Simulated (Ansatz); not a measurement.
Basis-set extrapolation for C₉H₂₀ (`CCCCCCCCC`) (PBE0-D4/def2-TZVP geometry, frozen core, Ansatz 0.2.0). Multiplicity 1, RHF reference.

```csv
,def2-TZVPP,def2-QZVPP
HF,-352.592133,-352.608817
MP2 correlation,-1.592249,-1.689948
CCSD(T) correlation,-1.760551,not run
```

Energies in hartree. Use E(X) = E(∞) + A·exp(−7.88·√X) for Hartree–Fock and E(X) = E(∞) + B·X^(−2.97) for correlation, with X = 3 and 4, and add CCSD(T) minus MP2 of the smaller set to the MP2 limit.

Question: What is the CCSD(T) energy at the basis-set limit?

Answer: HF limit: -352.608817 + (-0.016684) × 0.13774 = -352.61112. MP2 limit: -1.689948 + (-0.097699) × 0.74074 = -1.76232. Higher-order term: -1.760551 − (-1.592249) = -0.16830. Total: -354.54174 hartree, 496.4 kJ/mol below CCSD(T)/def2-TZVPP.
